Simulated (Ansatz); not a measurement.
Calculated with Ansatz (gas phase, PBE0-D4/def2-TZVP geometries, no zero-point term in ΔE). CBS: MP2 limit from def2 TZ/QZ plus the TZ coupled-cluster correction, frozen cores. This one scheme is used for every species, atoms too. Functionals use def2-TZVPP. B3LYP here is the variant with VWN-RPA as its local correlation; programs differ in this. Open shells (•) are unrestricted, without spin–orbit coupling. Spin–orbit coupling would lower the free atoms: a little for F, S, Si; clearly for Ge. Bonds to Ge are less sure, by a few kJ/mol each and by 10 to 20 or more in all where they break to atoms, as the def2 sets lack core-valence functions. Scalar relativity is left out up to krypton. One conformer a species, not always the lowest.

Reaction (atomization): `F[SiH](F)[S][GeH3]` → 2 F• + Ge• + 4 H• + S• + Si•

| level | ΔE (kJ/mol) | difference from CCSD(T)/CBS |
| --- | --- | --- |
| PBE-D4 | 3025.1 | -23.2 |
| r2SCAN-D4 | 3037.7 | -10.6 |
| PBE0-D4 | 2981.7 | -66.6 |
| B3LYP-D4 | 2993.1 | -55.2 |
| ωB97X-V | 3050.0 | 1.7 |
| ωB97M-V | 3026.2 | -22.1 |
| B2PLYP | 2976.8 | -71.5 |
| PBE | 3000.8 | -47.5 |
| r2SCAN | 3032.1 | -16.2 |
| PBE0 | 2961.0 | -87.3 |
| B3LYP | 2953.4 | -94.9 |
| HF/def2-TZVPP | 2234.3 | -814.0 |
| MP2/def2-TZVPP | 3021.6 | -26.7 |
| SCS-MP2/def2-TZVPP | 2995.4 | -52.9 |
| CCSD/def2-TZVPP | 2917.3 | -131.0 |
| CCSD(T)/def2-TZVPP | 2961.9 | -86.4 |
| HF/def2-QZVPP | 2242.1 | -806.2 |
| MP2/def2-QZVPP | 3073.9 | 25.6 |
| SCS-MP2/def2-QZVPP | 3053.7 | 5.4 |
| HF/CBS(def2) | 2243.3 | -805.0 |
| MP2/CBS(def2) | 3108.0 | 59.7 |
| CCSD/CBS(def2) | 3003.7 | -44.6 |
| CCSD(T)/CBS | 3048.3 | 0 |

Largest T1 diagnostic among the species: 0.012.

In def2-TZVPP, CCSD(T) changes the Hartree–Fock value by +727.6 kJ/mol (the triples alone add +44.6 kJ/mol) and MP2 by +787.3 kJ/mol; breaking electron pairs costs correlation energy, which Hartree–Fock lacks. From PBE to PBE0 (25 % exact exchange), in def2-TZVPP and without D4, ΔE moves by −39.8 kJ/mol: exact exchange takes away binding that semilocal exchange gives to molecules. The D4 term adds +39.7 kJ/mol with B3LYP and +20.7 kJ/mol with PBE0; it sums over pairs of atoms, weighted by their polarisabilities, and B3LYP, whose exchange is more repulsive, gets the larger term.

For atomizations the MP2-based limit and the directly extrapolated one differ by several kJ/mol either way, and by 10 to 25 for some Ge, Se and Sn compounds, so smaller differences from it don't rank the levels.
